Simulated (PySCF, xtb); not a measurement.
B(Cl)2(OSiH3) (BCl2H3OSi), SMILES ClB(Cl)O[SiH3]. The values are those of a single conformer.

Harmonic wavenumbers (cm⁻¹) from GFN2-xTB run with xtb at its own minimum, in rising order: 55, 62, 97, 215, 321, 418, 438, 603, 630, 714, 737, 766, 784, 808, 1384, 2276, 2299, 2306.

### Question
What does PBE-D3(BJ)/def2-SVP (PySCF) give at its own minimum? (The exact figures need the calculation; the answer reports its results.)

### Answer
85, 100, 109, 242, 334, 500, 507, 686, 702, 805, 904, 915, 925, 950, 1367, 2190, 2203, 2217. Paired by order, the mean absolute difference is 78 cm⁻¹ and the zero-point energies are 21.3 and 22.5 kcal/mol.
